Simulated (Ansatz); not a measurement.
PdS₂⁺ (the lowest doublet isomer of a short search) was relaxed with PBE-D4 (def2-TZVP) in Ansatz in these states: charge +1 doublet, charge +1 quartet. The geometries follow in no particular order.

In the def2 sets Pd takes a core potential; there is no spin–orbit coupling.

A:

```tsv
atom	x (Å)	y (Å)	z (Å)
Pd1	0.8072	-0.7248	0.8360
S2	-0.1025	-0.1692	-1.1696
S3	-0.7047	0.8940	0.3336
```

B:

```xyz
3

Pd    1.298   -0.445   -0.486
S    -1.100   -0.422   -0.372
S    -0.198    0.867    0.858
```

Q: Judge from the bond lengths which geometry belongs to which state (an estimate).

A: A is the charge +1 doublet (Pd1–S2 2.271 Å, Pd1–S3 2.271 Å, S2–S3 1.937 Å); B is the charge +1 quartet (Pd1–S2 2.401 Å, Pd1–S3 2.401 Å, S2–S3 1.997 Å).
